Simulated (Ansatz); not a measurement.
Reaction (substitution at a C–Si bond): `C[SiH2]OP` + `N=CS` → `C/N=C/S` + `[SiH3]OP`

Isolated molecules relaxed with PBE0-D4/def2-TZVP in Ansatz; ΔE leaves out vibrations. CCSD(T)/CBS is the MP2 limit (def2-TZVPP, def2-QZVPP) plus CCSD(T) − MP2 in def2-TZVPP, frozen cores. This one scheme is used for every species. Functionals use def2-TZVPP. One conformer a species, not always the lowest.

`C[SiH2]OP`:

Cartesian coordinates in Å:
```
C -0.444 -1.184 1.165
Si -0.991 0.044 -0.118
O 0.266 0.478 -1.106
P 1.551 1.419 -0.702
H 0.320 -0.752 1.817
H -0.032 -2.082 0.700
H -1.290 -1.482 1.791
H -1.541 1.261 0.540
H -2.015 -0.539 -1.019
H 2.594 0.590 -1.208
H 1.584 2.247 -1.860
```

`N=CS`:

Cartesian coordinates in Å:
```
N -0.190 -0.443 0.966
C 0.042 -0.286 -0.264
S 0.219 1.280 -1.018
H -0.256 -1.432 1.198
H 0.160 -1.091 -0.998
H 0.024 1.973 0.117
```

`C/N=C/S`:

```xyz
9

C     0.339    0.306   -1.408
N    -0.642   -0.073   -0.427
C    -0.269   -0.186    0.766
S    -1.414   -0.645    2.013
H     1.344    0.462   -0.989
H     0.394   -0.466   -2.180
H     0.017    1.227   -1.903
H     0.760   -0.012    1.109
H    -0.528   -0.613    3.020
```

`[SiH3]OP`:

Cartesian coordinates in Å:
```
Si 0.370 -0.960 0.795
O -0.475 -0.031 -0.275
P -0.170 1.510 -0.764
H 1.542 -1.582 0.126
H -0.556 -2.015 1.265
H 0.841 -0.133 1.936
H -1.519 1.937 -0.920
H -0.034 1.275 -2.164
```

```tsv
level	ΔE (kJ/mol)	difference from CCSD(T)/CBS
PBE-D4	70.7	-1.8
r2SCAN-D4	75.0	2.5
PBE0-D4	72.1	-0.4
ωB97X-V	70.4	-2.1
r2SCAN	74.6	2.1
HF/def2-TZVPP	63.1	-9.4
MP2/def2-TZVPP	72.4	-0.1
SCS-MP2/def2-TZVPP	67.6	-4.9
HF/def2-QZVPP	62.5	-10.0
HF/CBS(def2)	62.4	-10.1
CCSD(T)/CBS	72.5	0
```

Largest T1 diagnostic among the species: 0.014.

In def2-TZVPP, CCSD(T) changes the Hartree–Fock value by +7.7 kJ/mol (the triples alone add +0.4 kJ/mol) and MP2 by +9.3 kJ/mol.
